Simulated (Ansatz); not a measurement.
C₁₀H₂₆GeN₂⁺, that is GeMe2(NEt2)2 with one electron fewer. The state is a doublet with charge 1. Geometry PBE-D4/def2-SVP; atoms count from 1.

```xyz
39

Ge    1.0090   -0.3009    0.7026
C     1.4612    0.6972    2.3056
H     1.3309    0.0401    3.1878
H     0.8395    1.6017    2.4426
H     2.5241    1.0041    2.2525
C     2.1761   -1.7768    0.2232
H     1.7905   -2.3773   -0.6218
H     2.2974   -2.4402    1.1018
H     3.1713   -1.3757   -0.0518
N     0.8519    0.8925   -0.7650
C     0.6055    2.3171   -0.5672
C     1.9029    3.1401   -0.6239
C     0.8284    0.4046   -2.1382
C    -0.5664    0.3216   -2.7743
H     0.1128    2.4735    0.4150
H    -0.1070    2.6820   -1.3376
H     2.6088    2.8375    0.1748
H     2.4126    3.0228   -1.6009
H     1.6678    4.2146   -0.4893
H     1.4671    1.0860   -2.7476
H     1.3215   -0.5882   -2.1709
H    -1.2148   -0.3897   -2.2266
H    -1.0727    1.3072   -2.7925
H    -0.4789   -0.0246   -3.8227
N    -0.7841   -0.9134    0.8127
C    -1.2143   -2.1386    0.1473
C    -1.2257   -3.3410    1.1055
C    -1.8216   -0.1075    1.4437
C    -2.7310    0.6568    0.4714
H    -0.5362   -2.3530   -0.7048
H    -2.2267   -1.9913   -0.2860
H    -0.2135   -3.5487    1.5058
H    -1.9090   -3.1688    1.9607
H    -1.5763   -4.2431    0.5658
H    -2.4455   -0.7908    2.0663
H    -1.3415    0.5988    2.1513
H    -2.1525    1.3861   -0.1286
H    -3.2572   -0.0246   -0.2265
H    -3.5044    1.2099    1.0395
```

Single mean-field runs in def2-TZVP are fitted with def2-universal-jkfit.

(1) Estimate the Mulliken populations of the heavy atoms from the PBE0/def2-TZVP orbitals of Ansatz.

(2) Where does the spin sit?

(3) And the Mayer bond orders between heavy atoms (over 0.3)?

## Answers

(1) 
```
atom  charge (e)  spin (α − β)
 Ge1        0.11         -0.07
  C2       -0.40          0.00
  C6       -0.40          0.00
 N10       -0.05          0.47
 C11       -0.19         -0.03
 C12       -0.36          0.04
 C13       -0.15         -0.02
 C14       -0.38          0.03
 N25       -0.05          0.47
 C26       -0.19         -0.03
 C27       -0.36          0.04
 C28       -0.15         -0.02
 C29       -0.38          0.03
```
Mulliken values depend strongly on the basis.

(2) Summed by element: Ge -0.07, C 0.03, H 0.09, N 0.94, of 1 unpaired in all. Largest on single atoms: N10 0.47, N25 0.47, Ge1 -0.07.

(3) Ge1–C2 1.04 (1.94 Å); Ge1–C6 1.04 (1.94 Å); Ge1–N10 0.91 (1.90 Å); Ge1–N25 0.91 (1.90 Å); N10–C11 0.91 (1.46 Å); N10–C13 0.93 (1.46 Å); C11–C12 1.00 (1.54 Å); C13–C14 1.01 (1.54 Å); N25–C26 0.91 (1.46 Å); N25–C28 0.93 (1.46 Å); C26–C27 1.00 (1.54 Å); C28–C29 1.01 (1.54 Å).
